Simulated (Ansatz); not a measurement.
`[CH3][GeH]([F])[Cl]` + `BN` → `B[NH][GeH]([CH3])[F]` + HCl at 400 K and 1 bar (ligand exchange at a Ge–Cl bond).

Program: Ansatz. Geometries: PBE0-D4/def2-TZVP. ΔE: electronic, gas phase. CBS: MP2 limit from def2 TZ/QZ plus the TZ coupled-cluster correction, frozen cores. This one scheme is used for every species. For Ge outer-core shells are correlated without core-valence functions, which leaves a few kJ/mol of doubt a bond. Scalar relativity is left out up to krypton. One conformer a species, not always the lowest.

```json
{"species": "`[CH3][GeH]([F])[Cl]`", "CCSD(T)/CBS energy (Eh)": "-2676.23424", "H − E (kJ/mol)": "156.0", "S (J/(mol·K))": "364.5"}
{"species": "`BN`", "CCSD(T)/CBS energy (Eh)": "-81.93499", "H − E (kJ/mol)": "142.5", "S (J/(mol·K))": "243.5"}
{"species": "`B[NH][GeH]([CH3])[F]`", "CCSD(T)/CBS energy (Eh)": "-2297.76421", "H − E (kJ/mol)": "261.4", "S (J/(mol·K))": "405.5"}
{"species": "HCl", "CCSD(T)/CBS energy (Eh)": "-460.38127", "H − E (kJ/mol)": "29.6", "S (J/(mol·K))": "195.4"}
```

H − E and S are ideal-gas, rigid-rotor, harmonic terms from PBE0-D4/def2-TZVP, for one conformer and one mirror image of each species. 1 Eh = 2625.50 kJ/mol, R = 8.31446 J/(mol·K).

Q: By hand: ΔE, ΔH, ΔS and ΔG.

A: ΔE = (-2297.76421) + (-460.38127) − (-2676.23424) − (-81.93499) = 0.02375 Eh = 62.4 kJ/mol. Δ(H − E) = 261.4 + 29.6 − 156.0 − 142.5 = -7.5, so ΔH = 54.9 kJ/mol. ΔS = 405.5 + 195.4 − 364.5 − 243.5 = -7.1 J/(mol·K). ΔG = 54.9 − 400 × (-7.1)/1000 = 57.7 kJ/mol.

Q: By hand: the equilibrium constant, and the temperature at which ΔG would vanish if ΔH and ΔS stayed fixed.

A: log₁₀ K = −ΔG/(RT ln 10) = -7.5. ΔH and −TΔS have one sign here, so there is no such temperature.

The number of gas molecules stays the same, so ΔS is small and ΔH decides. A doubt of 5 kJ/mol in ΔE shifts log₁₀ K by 0.7 here. Other conformers and mirror images would add mixing entropy, several J/(mol·K) or more a flexible species. Modes under 60 cm⁻¹, often nearly free rotors, make the harmonic entropy too high. These are equilibria of isolated gas molecules and say nothing of rates. Largest T1 diagnostic: 0.012 (customary marks: 0.02 for closed shells, 0.045 for open ones).

ΔS is within the doubt of such terms, so its sign, and with it that verdict, could turn.
